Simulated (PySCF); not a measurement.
Can point charges reproduce the dipole moment of `F[C@@H]1C[C@@H]1O[SiH3]`?

Coordinates (PBE0-D3(BJ)/def2-SVP, Å) and charges (e) from the PBE0/pcSseg-1 density (PySCF):

```json
{"atom": "F1", "x": "0.126", "y": "1.624", "z": "0.526", "Mulliken": "-0.3033", "IAO": "-0.2941", "Hirshfeld": "-0.0802", "ESP-fitted": "-0.1856"}
{"atom": "C2", "x": "-0.758", "y": "1.071", "z": "-0.348", "Mulliken": "+0.1523", "IAO": "+0.1291", "Hirshfeld": "+0.0378", "ESP-fitted": "+0.1019"}
{"atom": "C3", "x": "-1.803", "y": "0.168", "z": "0.214", "Mulliken": "-0.2245", "IAO": "-0.3234", "Hirshfeld": "-0.1040", "ESP-fitted": "-0.4134"}
{"atom": "C4", "x": "-0.638", "y": "-0.409", "z": "-0.545", "Mulliken": "+0.0953", "IAO": "+0.0566", "Hirshfeld": "+0.0231", "ESP-fitted": "+0.0605"}
{"atom": "O5", "x": "0.310", "y": "-1.104", "z": "0.170", "Mulliken": "-0.6291", "IAO": "-0.6142", "Hirshfeld": "-0.2218", "ESP-fitted": "-0.3849"}
{"atom": "Si6", "x": "1.923", "y": "-0.690", "z": "0.371", "Mulliken": "+0.7084", "IAO": "+0.8378", "Hirshfeld": "+0.3661", "ESP-fitted": "+0.5677"}
{"atom": "H7", "x": "-0.973", "y": "1.736", "z": "-1.191", "Mulliken": "+0.1168", "IAO": "+0.1497", "Hirshfeld": "+0.0569", "ESP-fitted": "+0.1062"}
{"atom": "H8", "x": "-1.759", "y": "0.022", "z": "1.296", "Mulliken": "+0.1566", "IAO": "+0.1725", "Hirshfeld": "+0.0579", "ESP-fitted": "+0.2079"}
{"atom": "H9", "x": "-2.802", "y": "0.162", "z": "-0.227", "Mulliken": "+0.1415", "IAO": "+0.1570", "Hirshfeld": "+0.0574", "ESP-fitted": "+0.1587"}
{"atom": "H10", "x": "-0.825", "y": "-0.803", "z": "-1.552", "Mulliken": "+0.1250", "IAO": "+0.1409", "Hirshfeld": "+0.0504", "ESP-fitted": "+0.1174"}
{"atom": "H11", "x": "2.165", "y": "-0.036", "z": "1.688", "Mulliken": "-0.1044", "IAO": "-0.1354", "Hirshfeld": "-0.0804", "ESP-fitted": "-0.0941"}
{"atom": "H12", "x": "2.376", "y": "0.200", "z": "-0.741", "Mulliken": "-0.1195", "IAO": "-0.1411", "Hirshfeld": "-0.0824", "ESP-fitted": "-0.1235"}
{"atom": "H13", "x": "2.681", "y": "-1.972", "z": "0.328", "Mulliken": "-0.1152", "IAO": "-0.1356", "Hirshfeld": "-0.0806", "ESP-fitted": "-0.1187"}
```

Compute μ = Σ q r for each scheme (1 e·Å = 4.803 D) and compare with the dipole of the full density.

The full density gives (-1.19, 0.38, -1.43) D, 1.90 D in size; dipole vectors point from the negative to the positive end.

```json
{"scheme": "Mulliken", "μx": "-1.68", "μy": "0.65", "μz": "-2.13", "size (D)": "2.79", "share of the full size (%)": "147", "angle to the full dipole (°)": "2"}
{"scheme": "IAO", "μx": "-0.79", "μy": "0.50", "μz": "-2.26", "size (D)": "2.45", "share of the full size (%)": "129", "angle to the full dipole (°)": "20"}
{"scheme": "Hirshfeld", "μx": "-0.85", "μy": "0.43", "μz": "-0.85", "size (D)": "1.28", "share of the full size (%)": "67", "angle to the full dipole (°)": "9"}
{"scheme": "ESP-fitted", "μx": "-1.19", "μy": "0.38", "μz": "-1.40", "size (D)": "1.87", "share of the full size (%)": "99", "angle to the full dipole (°)": "1"}
```

Which set comes closest?

Length of the difference vector: ESP-fitted 0.03 D, Hirshfeld 0.67 D, Mulliken 0.90 D, IAO 0.93 D. Closest: ESP-fitted. 

What is left for the Hirshfeld atoms' own dipoles?

The shares of the density sum to the whole, so what Σ q r misses lies in dipoles about the nuclei. The atomic dipoles sum to (-1.19, 0.38, -1.43) − (-0.85, 0.43, -0.85) = (-0.34, -0.05, -0.58) D, 0.67 D in size.

With the origin at the mean of the coordinates, (0.002, -0.002, -0.001) Å, which are the largest single terms, by size, of the Hirshfeld dipole along the direction of the full one?

Si6 -2.85, H11 +1.02, H13 +0.90, O5 +0.58, H9 +0.54 D; all 13 atoms together +1.26 D. The single terms depend on the origin, their sum doesn't.

Give the size of the full dipole in other units.

1.90 D = 0.747 au = 0.395 e·Å = 6.34 × 10⁻³⁰ C·m.

One conformer (not necessarily the lowest) at the PBE0-D3(BJ)/def2-SVP geometry, without solvent, vibrations or thermal averaging.

Shape of the structure used: `[F:1][C@@H:2]1[CH2:3][C@@H:4]1[O:5][SiH3:6]`: C3–C4–O5–Si6 -116°.
